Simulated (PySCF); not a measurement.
Excitation energy of I⁺ by level of theory

I⁺ [Kr] 4d10 5s2 5p4 (3P) → I⁺ [Kr] 4d10 5s2 5p3 5d1 (5D), as a difference of total energies. Computed with PySCF 2.14 in aug-cc-pVTZ-PP with one added diffuse shell each of d, f type with ECP28MDF (6s5p5d3f, 67 functions), with a scalar-relativistic core potential. Correlated levels: valence: 4s2 4p6 4d10 frozen. The calculations carry no spin-orbit coupling.

**Question.** Order these methods by the excitation energy they give, lowest first.
A. SCS-MP2 (valence)
B. UHF
C. PW91
D. LDA

**Answer.** B (76515 cm⁻¹), C (79895 cm⁻¹), A (80988 cm⁻¹), D (82297 cm⁻¹).

Errors of the correlated levels include the incompleteness of this basis and the frozen core.

For comparison: 83075 cm⁻¹ (measured; NIST levels, between the centres of gravity of the two terms).
